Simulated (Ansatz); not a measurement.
Z-matrix (Å, degrees):
```
C
C 1 1.3352
H 2 1.0855 1 121.02
H 1 1.0867 2 117.18 3 180.00
C 2 1.4739 3 116.86 1 -180.00
O 5 1.2106 2 125.14 3 -179.99
H 5 1.1089 6 120.03 2 -179.97
C 1 1.4872 4 117.27 2 -180.00
H 8 1.0899 1 112.13 4 180.00
H 8 1.0941 9 108.67 1 -122.40
H 8 1.0941 9 108.67 10 -115.20
```
Charge 0, multiplicity 1.

All values below come from frozen-core CCSD(T)/cc-pVTZ // B3LYP-D3(BJ)/def2-TZVP in Ansatz (a first-principles code). The restricted HF reference is unstable towards unrestricted orbitals.

```
Item                            Value
----------------------  -------------
HF energy               -229.88463 Ha
MP2 correlation energy    -0.88185 Ha
```

Problem. Estimate the CCSD correlation energy, the (T) correction, the total energy and the T1 diagnostic.

Solution. 
```
Quantity                         Value
-----------------------  -------------
CCSD correlation energy    -0.91350 Ha
(T) correction             -0.04138 Ha
CCSD(T) total energy     -230.83951 Ha
T1 diagnostic                    0.015
```
